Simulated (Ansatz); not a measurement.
C4H11In, charge -1, doublet, at the geometry of the source list (a state made from the parent by changing its charge; the spin is typed, not shown lowest) (all electrons, no relativity) (a gas-phase anion, which may not be bound at this level). Base run: Ansatz (an electronic-structure program) with PBE/STO-3G.

The Ansatz input:
Ansatz 0.2 input:
```yaml
crystal:
  periodic: [false, false, false]
  atoms:
    - {symbol: In, position_ang: [0.03330000, 0.54080000, 0.40290000]}
    - {symbol: C, position_ang: [1.56490000, 1.73040000, -0.73980000]}
    - {symbol: H, position_ang: [2.54730000, 1.26800000, -0.64990000]}
    - {symbol: H, position_ang: [1.61210000, 2.74540000, -0.34740000]}
    - {symbol: H, position_ang: [1.29910000, 1.77500000, -1.79570000]}
    - {symbol: C, position_ang: [-1.47530000, 1.59630000, 1.69950000]}
    - {symbol: H, position_ang: [-2.29370000, 0.92340000, 1.95220000]}
    - {symbol: H, position_ang: [-1.87420000, 2.46290000, 1.17270000]}
    - {symbol: H, position_ang: [-1.00200000, 1.93730000, 2.61980000]}
    - {symbol: C, position_ang: [-0.00770000, -1.72390000, 0.22710000]}
    - {symbol: C, position_ang: [-0.09270000, -2.17200000, -1.22770000]}
    - {symbol: H, position_ang: [-0.86620000, -2.09640000, 0.79260000]}
    - {symbol: H, position_ang: [0.89640000, -2.12900000, 0.69020000]}
    - {symbol: H, position_ang: [0.75630000, -1.79150000, -1.79940000]}
    - {symbol: H, position_ang: [-1.00820000, -1.80430000, -1.69480000]}
    - {symbol: H, position_ang: [-0.08920000, -3.26230000, -1.30220000]}
basis:
  gaussian:
    orbitals: STO-3G
hamiltonian:
  xc: pbe
total_charge: -1
magnetization: {spin_polarized: true, initial_magnetization: 1}
```

Variants of this job, named by their change:

| change | basis functions | E (Eh) |
|---|---|---|
| base | 58 | -5841.02517 |
| basis = jorge-DZP-DKH; relativity = none | 163 | -5840.48676 |
| basis = x2c-SVPall; relativity = spin-free X2C; nucleus = Gaussian | 147 | -6038.57934 |
| basis = ANO-RCC-VDZP; relativity = none | 154 | -5749.24576 |
| basis = ANO-RCC-VDZP; relativity = spin-free X2C | 154 | -6039.38010 |
| basis = ANO-RCC-VDZP; relativity = spin-free X2C; nucleus = Gaussian | 154 | -6039.23388 |
| basis = jorge-DZP-DKH; relativity = spin-free X2C; nucleus = Gaussian | 163 | -6034.28430 |
| basis = x2c-SVPall; relativity = spin-free X2C | 147 | -6038.68960 |
| basis = x2c-SVPall; relativity = none | 147 | -5782.77406 |
| basis = jorge-DZP-DKH; relativity = spin-free X2C | 163 | -6034.40926 |

Total energies compare only within one method and basis.

Ansatz warned in this series: the basis is contracted for relativity, which the run leaves out.

A gas-phase anion may not be bound at this level; its values then depend on the basis.

Basis sets contracted for a relativistic Hamiltonian are a mismatch without it, so the rows without relativity aren't non-relativistic limits. No row has spin-orbit coupling; sets with core potentials leave out the core electrons.
